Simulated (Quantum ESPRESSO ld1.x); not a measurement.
The iron ion Fe22+, 4 electrons, occupied as [He] 2s1 6p1 (not the ground configuration).

All-electron calculation, scalar-relativistic Kohn-Sham, LDA (Slater exchange, Perdew-Zunger correlation), spin-polarised, spherical densities, point nucleus; open shells are filled with parallel spins first. Program: ld1.x of Quantum ESPRESSO 7.5.

Energy parts (eV):
part                     energy
total                 -20311.36
kinetic                20659.36
electron-nucleus      -41790.15
Hartree                 1275.21
exchange-correlation    -455.78

Orbitals (lengths in bohr, moments of r in powers of bohr; r(max) is where P^2 peaks):
orbital  occ.  eigenvalue (eV)   <1/r>      <r>   r(max)
1s up       1         -8501.63   26.08  0.05809  0.03821
1s down     1         -8493.82   26.08  0.05807  0.03823
2s up       1         -1989.75   6.259   0.2398   0.2077
2s down     0         -1954.13   6.249   0.2404   0.2075
6p up       1         -200.603  0.6520    2.259    2.472
6p down     0         -196.163  0.6450    2.282    2.491

The highest occupied level is 6p up at -200.60 eV. The configuration is held as typed, so some empty levels lie below it. Summed over all electrons, <r^2> = 5.793 bohr^2, which gives a Langevin (diamagnetic) susceptibility term of -4.59 x 10^-6 cm^3/mol. The density falls to 0.001 e/bohr^3 at r = 3.37 bohr.
